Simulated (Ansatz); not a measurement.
Cost and result for the atomization energy of CH8FNOSi2 (`CO[SiH2]N[SiH2]F`) (14 atoms, 13 bonds).

Z-matrix (Å, degrees):
```
C
O 1 1.408
H 1 1.091 2 108.3
H 1 1.097 2 111.8 3 119.4
H 1 1.096 2 111.3 3 -119.1
Si 2 1.640 1 123.0 3 -167.6
N 6 1.716 2 109.1 1 168.5
H 6 1.489 2 107.8 1 47.6
H 6 1.486 2 111.5 1 -73.8
Si 7 1.708 6 127.7 2 108.0
H 7 1.011 6 116.1 2 -71.7
F 10 1.601 7 112.1 6 96.3
H 10 1.478 7 108.7 6 -21.6
H 10 1.480 7 109.9 6 -146.5
```

Charge 0, multiplicity 1. All single points use the PBE0-D4/def2-TZVP geometry. It is one conformer, not always the lowest. Program: Ansatz. All runs use 2 threads of an AMD EPYC 7R13 on a shared host and a share of an NVIDIA H100 80 GB. Times are those of one run each, without the atoms' runs, and a repeat can differ threefold. Electronic energies, without spin–orbit coupling; frozen cores. CCSD(T)/CBS adds CCSD(T) − MP2 in def2-TZVPP to the MP2 limit, and its time is that of the two runs behind it. T1 = 0.011. B3LYP takes the VWN-RPA correlation (the form of Gaussian; ORCA's B3LYP/G).

CCSD(T)/CBS is a level of theory with its own doubt, some kJ/mol a heavy atom from the limit and from the frozen cores, so smaller differences don't rank the functionals.

```json
{"level": "CCSD(T)/def2-TZVPP", "functions": "320", "wall time": "8 s"}
{"level": "MP2/def2-QZVPP", "functions": "608", "wall time": "8 s"}
{"level": "B2PLYP/def2-TZVPP", "functions": "320", "wall time": "8.5 s"}
{"level": "PBE0-D4/def2-TZVPP", "functions": "320", "wall time": "9 s"}
{"level": "PBE-D4/def2-TZVPP (with forces)", "functions": "320", "wall time": "9.5 s"}
{"level": "r2SCAN-D4/def2-TZVPP (with forces)", "functions": "320", "wall time": "10 s"}
{"level": "ωB97X-V/def2-TZVPP", "functions": "320", "wall time": "10 s"}
{"level": "B3LYP-D4/def2-TZVPP (with forces)", "functions": "320", "wall time": "12 s"}
{"level": "ωB97M-V/def2-TZVPP (with forces)", "functions": "320", "wall time": "12 s"}
{"level": "CCSD(T)/CBS(def2)", "functions": "–", "wall time": "16 s"}
```

(1) What atomization energy does each give, and how far from CCSD(T)/CBS? (Estimate.)

## Answers

(1) The calculation gave: 
| level | atomization (kcal/mol) | difference from CCSD(T)/CBS | per bond |
| --- | --- | --- | --- |
| CCSD(T)/def2-TZVPP | 1197.2 | -35.9 | -2.8 |
| MP2/def2-QZVPP | 1237.0 | 3.9 | 0.3 |
| B2PLYP/def2-TZVPP | 1216.0 | -17.1 | -1.3 |
| PBE0-D4/def2-TZVPP | 1216.4 | -16.7 | -1.3 |
| PBE-D4/def2-TZVPP (with forces) | 1234.8 | 1.7 | 0.1 |
| r2SCAN-D4/def2-TZVPP (with forces) | 1225.9 | -7.2 | -0.6 |
| ωB97X-V/def2-TZVPP | 1235.1 | 2.0 | 0.2 |
| B3LYP-D4/def2-TZVPP (with forces) | 1227.9 | -5.2 | -0.4 |
| ωB97M-V/def2-TZVPP (with forces) | 1232.8 | -0.3 | 0.0 |
| CCSD(T)/CBS(def2) | 1233.1 | 0.0 | 0.0 |

From PBE to PBE0 (25 % exact exchange), in def2-TZVPP and without D4, the atomization energy moves by −17.3 kcal/mol: exact exchange takes away binding that semilocal exchange gives to molecules. In def2-TZVPP, CCSD(T) changes the Hartree–Fock value by +296.3 kcal/mol (the triples alone add +15.2 kcal/mol) and MP2 by +314.3 kcal/mol; breaking electron pairs costs correlation energy, which Hartree–Fock lacks. The D4 term adds +11.3 kcal/mol with B3LYP and +6.0 kcal/mol with PBE0; it sums over pairs of atoms, weighted by their polarisabilities, and B3LYP, whose exchange is more repulsive, gets the larger term.
